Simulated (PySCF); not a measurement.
C3H7Si2: g tensor and hyperfine couplings

C3H7Si2 (doublet state).
Z-matrix (Å and degrees, GFN2-xTB geometry), rows numbered from 1:
```
Si
C   1  1.8915
C   2  1.5010  1  110.32
C   3  1.3388  2  105.93  1  -116.98
Si  4  1.8811  3   94.26  2    -2.88
H   1  1.4618  2  113.75  3   -73.90
H   1  1.4594  2  113.24  3    54.82
H   2  1.0918  1  109.73  3   124.95
H   3  1.0814  2  124.83  1    60.94
H   4  1.0783  3  127.36  2   177.28
H   5  1.4626  2  115.85  1  -137.95
H   5  1.4623  2  116.12  1    -4.58
```

The hyperfine couplings belong to this conformer and change with its torsions.

The species is `[SiH2][C@@H]1C=C[SiH2]1` [radical].

Method used: UKS B3LYP, pcH-1 on C H Si, non-relativistic, mean-field spin-orbit, GIAO (PySCF). The structure is a single GFN2-xTB conformer in the gas phase; no vibrational or solvent corrections. Couplings are sensitive to structure, and on GFN2-xTB geometries they can be far from those on DFT ones, by a factor of two or more for some ions and for spin on atoms past the first row. The SCF solution wasn't tested for stability.

- g1, g2, g3: 2.00208, 2.00407, 2.00419
- g_iso: 2.00345
- Form of g: close to axial: the two nearest values differ by 6 % of g3 − g1
- ⟨S²⟩: 0.7523 (exact 0.7500)
- α and β electrons: 27, 26
- HOMO–LUMO gap, α and β orbitals: 4.91, 4.78 eV
- Total energy: -697.44775 Eh
- Basis functions: 215

Hyperfine couplings atom by atom, in mT; T1 to T3 are the principal values of the dipolar part; ρ(0) is the spin density at the nucleus (MHz turned into mT with g_iso):

| atom | isotope | a_iso | of which spin–orbit | T1 | T2 | T3 | Mulliken spin population | ρ(0) (bohr⁻³) |
| --- | --- | --- | --- | --- | --- | --- | --- | --- |
| Si1 | 29Si | -13.91 | 0.04 | -6.22 | 3.10 | 3.12 | 0.98 | 0.4401 |
| C2 | 13C | 0.76 | 0.00 | -0.11 | -0.11 | 0.22 | -0.01 | 0.0188 |
| C3 | 13C | 1.35 | 0.00 | -0.24 | -0.02 | 0.26 | -0.02 | 0.0336 |
| C4 | 13C | 0.18 | 0.00 | -0.18 | -0.16 | 0.34 | 0.06 | 0.0046 |
| Si5 | 29Si | -0.23 | 0.00 | -0.04 | 0.00 | 0.03 | 0.00 | 0.0073 |
| H6 | 1H | 0.90 | 0.00 | -0.37 | 0.06 | 0.31 | 0.00 | 0.0056 |
| H7 | 1H | 0.78 | 0.00 | -0.36 | 0.05 | 0.31 | -0.01 | 0.0049 |
| H8 | 1H | -0.09 | 0.00 | -0.13 | -0.08 | 0.22 | 0.00 | -0.0006 |
| H9 | 1H | 0.01 | 0.00 | -0.08 | -0.04 | 0.13 | 0.00 | 0.0000 |
| H10 | 1H | -0.07 | 0.00 | -0.10 | -0.02 | 0.12 | 0.00 | -0.0004 |
| H11 | 1H | 0.18 | 0.00 | -0.03 | -0.02 | 0.05 | 0.00 | 0.0011 |
| H12 | 1H | 0.03 | 0.00 | -0.06 | -0.04 | 0.10 | 0.00 | 0.0002 |

The Mulliken spin populations are largest on Si1 (+0.98) and C4 (+0.06). No atom but Si1 exceeds +0.15. The angles at Si1 add up to 338.5°, so it is pyramidal.

Axes: g3 points within 15° of the Si1–C2 bond.

Under fast tumbling the dipolar parts average out, and these isotropic splittings remain: 2 × 1H (H6/H7, I = 1/2, 3 lines) with 0.84 mT, 1 × 1H (H11, I = 1/2, 2 lines) with 0.18 mT, 1 × 1H (H8, I = 1/2, 2 lines) with 0.09 mT and 1 × 1H (H10, I = 1/2, 2 lines) with 0.07 mT.

Class means assume fast exchange of nuclei equivalent by connectivity; if that motion is slow, each nucleus keeps its own coupling.

The 13C coupling of C3 (37.8 MHz) shows only in satellite lines or after enrichment, since that isotope makes up about 1.07 % of natural carbon.

The 29Si coupling of Si1 (-390.1 MHz) shows only in satellite lines or after enrichment, since that isotope makes up about 4.7 % of natural silicon.
